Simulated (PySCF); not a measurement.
Several species in one continuum solvent.

Computed with PySCF at PBE0/pcSseg-1, non-relativistic, each on one gas-phase PBE0-D3(BJ)/def2-SVP geometry that isn't relaxed in the solvent. The solvent is an IEF-PCM continuum (cavity from Bondi-type radii × 1.2). The model holds no explicit solvent molecules, cavitation or dispersion.

Problem. Order them by E(solvent) − E(gas) in benzene (ε = 2.271), most negative first (kJ/mol).
A. `[CH2:1]=[CH:2]/[CH:3]=[CH:4]\[c:5]1[cH:6][cH:7][n:8][cH:9][cH:10]1` with C1–C2–C3–C4 175°, C3–C4–C5–C6 -37°
B. `[CH2:1]=[C:2]1[CH:3]=[CH:4][C:5]([C@@H:6]([CH3:7])[C:8]#[N:9])=[CH:10]1` with C4–C5–C6–C7 -68°
C. `[CH3:1][CH2:2][CH2:3][CH2:4][C:5]#[C:6][C:7]#[C:8][C:9]#[N:10]` with C1–C2–C3–C4 180°, C2–C3–C4–C5 180°
D. `[N:1]#[C:2][CH2:3][C:4]1=[CH:5][C@@H:6]2[CH:7]=[CH:8][C@H:9]1[CH2:10]2` with C2–C3–C4–C5 -131°

Solution. B (-15.9), D (-13.9), A (-11.3), C (-10.4).

```tsv
SMILES	charge	ΔE (kJ/mol)	polarisation term (kJ/mol)	HOMO shift (eV)	dipole gas (D)	dipole solvent (D)	atoms
C=C1C=CC([C@@H](C)C#N)=C1	0	-15.9	-17.3	+0.08	4.58	5.20	19
N#CCC1=C[C@@H]2C=C[C@H]1C2	0	-13.9	-15.1	+0.12	4.04	4.52	19
C=C/C=C\c1ccncc1	0	-11.3	-12.1	+0.06	2.61	3.04	19
CCCCC#CC#CC#N	0	-10.4	-11.7	0.00	6.95	7.99	19
```

The polarisation term is half the interaction of the solute with the induced surface charges.
